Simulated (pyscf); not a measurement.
O=Nb(F)(F)–Cl, singlet

Gas-phase minimum from PySCF at ωB97X-D3(BJ)/def2-SVP, one conformer. 

```xyz
5

O      1.0458     1.8916    -0.5452
Nb     0.2671     0.4277    -0.3410
F      0.5533    -0.1239     1.4074
F     -1.5379     0.7055    -0.6668
Cl     1.1504    -1.0713    -1.8280
```
Charge 0, spin multiplicity 1.

Bond lengths (Å): O1–Nb2 1.671, Nb2–F3 1.856, Nb2–F4 1.855, Nb2–Cl5 2.289. Bond angles (°): O1–Nb2–F3 107.7, O1–Nb2–F4 107.5, O1–Nb2–Cl5 108.3, F3–Nb2–F4 111.1, F3–Nb2–Cl5 111.0, F4–Nb2–Cl5 111.1.

Properties at ωB97X-D3(BJ)/def2-SVP:

```json
{
 "harmonic_wavenumbers_unscaled": "133, 157, 180, 246, 267, 447, 724, 742, 1102 cm⁻¹",
 "zero_point_energy": "5.7 kcal/mol",
 "rotational_symmetry_number": "1",
 "Entropy of this conformer at 298 K and 1 atm, rigid rotor and harmonic oscillator, modes under 100 cm⁻¹ raised to 100": "342.4 J/(mol K)",
 "dipole_moment": "1.04 D"
}
```

Single-point totals, which compare only within one level:

| level | total energy (hartree) |
|---|---|
| ωB97X-D3(BJ)/def2-TZVP | -792.54274 |
| PBE/def2-TZVP | -792.09568 |
| r²SCAN/def2-TZVP | -792.40402 |
| B3LYP-D3(BJ)/def2-TZVP | -792.54733 |
| PBE0-D3(BJ)/def2-TZVP | -792.07326 |
| M06-2X/def2-TZVP | -792.26934 |
| ωB97M-D3(BJ)/def2-TZVP | -792.55285 |

Elements past Kr carry the def2 core potentials, without spin-orbit coupling.
